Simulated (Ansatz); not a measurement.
Cost and result for the atomization energy of `[GeH3][C]#[C][GeH3]` (10 atoms, 9 bonds).

Cartesian coordinates in Å:
```
Ge -1.358 2.065 -0.415
C -0.329 0.500 -0.099
C 0.328 -0.499 0.101
Ge 1.358 -2.065 0.415
H -2.479 2.135 0.629
H -0.443 3.289 -0.292
H -1.952 1.987 -1.826
H 0.556 -3.009 1.318
H 2.669 -1.663 1.100
H 1.650 -2.740 -0.931
```

Total charge 0; spin multiplicity 1. Correlated methods include outer-core shells of Ge, which these sets cover unevenly. Scalar relativity is left out up to krypton. Geometry: relaxed with PBE0-D4/def2-TZVP. Program: Ansatz. All runs use 4 threads of an Arm Neoverse V2 on a shared host. Times are those of one run each, without the atoms' runs, and a repeat can differ threefold. Electronic energies, without spin–orbit coupling; frozen cores. CCSD(T)/CBS adds CCSD(T) − MP2 in def2-TZVPP to the MP2 limit, and its time is that of the two runs behind it. T1 = 0.012. With those shells the extrapolation isn't a true limit. HSE06 is the plane-wave form, built on full-range PBE exchange.

CCSD(T)/CBS is a level of theory with its own doubt, some kJ/mol a heavy atom from the limit and from the frozen cores, so smaller differences don't rank the functionals.

| level | functions | wall time |
| --- | --- | --- |
| LDA (SPW92)/def2-TZVPP | 242 | 1.1 s |
| BLYP-D4/def2-TZVPP | 242 | 1.8 s |
| HSE06-D4/def2-TZVPP | 242 | 3.1 s |
| BHLYP-D4/def2-TZVPP | 242 | 3.1 s |
| B2PLYP/def2-TZVPP | 242 | 5 s |
| PBE-QIDH/def2-TZVPP | 242 | 5.5 s |
| B97M-V/def2-TZVPP | 242 | 7.5 s |
| ωB97X-V/def2-TZVPP | 242 | 7.5 s |
| CCSD(T)/def2-SVP | 122 | 9.5 s |
| ωB97M-V/def2-TZVPP (with forces) | 242 | 11 s |
| MP2/def2-QZVPP | 472 | 21 s |
| CCSD(T)/def2-TZVPP | 242 | 3 min |
| CCSD(T)/CBS(def2) | – | 3.3 min |

Problem. What atomization energy does each give, and how far from CCSD(T)/CBS? (Estimate.)

Solution. Computed: 
```csv
level,atomization (kJ/mol),difference from CCSD(T)/CBS,per bond
LDA (SPW92)/def2-TZVPP,3685.6,418.0,46.4
BLYP-D4/def2-TZVPP,3213.6,-54.0,-6.0
HSE06-D4/def2-TZVPP,3231.2,-36.4,-4.1
BHLYP-D4/def2-TZVPP,3164.3,-103.3,-11.5
B2PLYP/def2-TZVPP,3219.9,-47.7,-5.3
PBE-QIDH/def2-TZVPP,3239.7,-27.9,-3.1
B97M-V/def2-TZVPP,3291.9,24.3,2.7
ωB97X-V/def2-TZVPP,3266.0,-1.6,-0.2
CCSD(T)/def2-SVP,3092.5,-175.1,-19.5
ωB97M-V/def2-TZVPP (with forces),3233.8,-33.8,-3.8
MP2/def2-QZVPP,3262.5,-5.1,-0.6
CCSD(T)/def2-TZVPP,3213.2,-54.4,-6.1
CCSD(T)/CBS(def2),3267.6,0.0,0.0
```

From BLYP to BHLYP (50 % exact exchange), in def2-TZVPP and without D4, the atomization energy moves by −33.0 kJ/mol: exact exchange takes away binding that semilocal exchange gives to molecules. The D4 term adds +31.1 kJ/mol with B3LYP and +16.3 kJ/mol with PBE0; it sums over pairs of atoms, weighted by their polarisabilities, and B3LYP, whose exchange is more repulsive, gets the larger term. In def2-TZVPP, CCSD(T) changes the Hartree–Fock value by +838.6 kJ/mol (the triples alone add +52.1 kJ/mol) and MP2 by +856.7 kJ/mol; breaking electron pairs costs correlation energy, which Hartree–Fock lacks.

B3LYP here is the variant with VWN-RPA as its local correlation; programs differ in this.
